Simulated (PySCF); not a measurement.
Species: WO₄ (charge -2 and singlet state).
Structure used (PBE0-D3(BJ)/def2-SVP), in Å, numbered top down from 1:
```xyz
5
WO4 angstrom
O     -0.5138   -1.5942   -1.3000
W     -0.0409   -0.1675   -0.3242
O     -1.2504    0.0950    0.9720
O      0.0273    1.2821   -1.3754
O      1.5707   -0.4517    0.4074
```

Method: PBE0-D3(BJ)/def2-SVP geometry optimisation, gas phase, def2 core potentials past Kr (PySCF).

**Question.** Which atoms are bound to W2, and at what distances?

**Answer.** 4 atoms: O4 1.792 Å, O1 1.792 Å, O3 1.792 Å, O5 1.793 Å.

**Question.** List the angles at W2.

**Answer.** 
| angle | degrees | distance of the outer atoms (Å) |
| --- | --- | --- |
| O3–W2–O5 | 109.6 | 2.93 |
| O1–W2–O4 | 109.6 | 2.93 |
| O4–W2–O5 | 109.5 | 2.93 |
| O1–W2–O5 | 109.5 | 2.93 |
| O1–W2–O3 | 109.4 | 2.93 |
| O3–W2–O4 | 109.4 | 2.92 |

**Question.** What is the shape at W2?

**Answer.** Tetrahedral: angles from 109.4° to 109.6°; τ4 = (360° − α − β)/141° = 1.00 with α and β the two widest (0 for a square, 1 for a tetrahedron).

**Question.** What are the rotational constants (commonest isotopes, rigid rotor)?

**Answer.** A = 3692, B = 3690, C = 3685 MHz: a spherical top.

Point group: Td (every atom within 0.08 Å of its image). Charge -2, singlet. Whether so highly charged an anion holds all its electrons in the gas phase wasn't checked; a finite basis holds them in any case. No counter-ion or solvent screens the charge of this multiply charged ion. The geometry's basis has no diffuse functions, a weakness for an anion. Not checked by PBE0-D3(BJ)/def2-SVP frequencies.
